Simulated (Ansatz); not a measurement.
`[OH][GeH]([F])[GeH3]` → `[F][GeH]` + `[OH][GeH3]` at 400 K and 1 bar (germylene formation by 1,1-elimination).

Isolated molecules relaxed with PBE0-D4/def2-TZVP in Ansatz; ΔE leaves out vibrations. CBS: MP2 limit from def2 TZ/QZ plus the TZ coupled-cluster correction, frozen cores. For Ge outer-core shells are correlated without core-valence functions, which leaves a few kJ/mol of doubt a bond. Scalar relativity is left out up to krypton. One conformer a species, not always the lowest.

```tsv
species	CCSD(T)/CBS energy (Eh)	H − E (kJ/mol)	S (J/(mol·K))
`[OH][GeH]([F])[GeH3]`	-4330.26117	159.8	406.5
`[F][GeH]`	-2176.50038	34.5	264.7
`[OH][GeH3]`	-2153.69723	116.2	291.7
```

H − E and S are ideal-gas, rigid-rotor, harmonic terms from PBE0-D4/def2-TZVP, for one conformer and one mirror image of each species. 1 Eh = 2625.50 kJ/mol, R = 8.31446 J/(mol·K).

Question: By hand: ΔE, ΔH, ΔS and ΔG.

Answer: ΔE = (-2176.50038) + (-2153.69723) − (-4330.26117) = 0.06356 Eh = 166.9 kJ/mol. Δ(H − E) = 34.5 + 116.2 − 159.8 = -9.1, so ΔH = 157.8 kJ/mol. ΔS = 264.7 + 291.7 − 406.5 = 149.9 J/(mol·K). ΔG = 157.8 − 400 × (149.9)/1000 = 97.8 kJ/mol.

Question: By hand: the equilibrium constant, and the temperature at which ΔG would vanish if ΔH and ΔS stayed fixed.

Answer: log₁₀ K = −ΔG/(RT ln 10) = -12.8. ΔG = 0 at ΔH/ΔS = 1053 K.

The number of gas molecules changes by +1, which sets the sign of ΔS. A doubt of 5 kJ/mol in ΔE shifts log₁₀ K by 0.7 here. Other conformers and mirror images would add mixing entropy, several J/(mol·K) or more a flexible species. These are equilibria of isolated gas molecules and say nothing of rates. Largest T1 diagnostic: 0.014 (customary marks: 0.02 for closed shells, 0.045 for open ones).
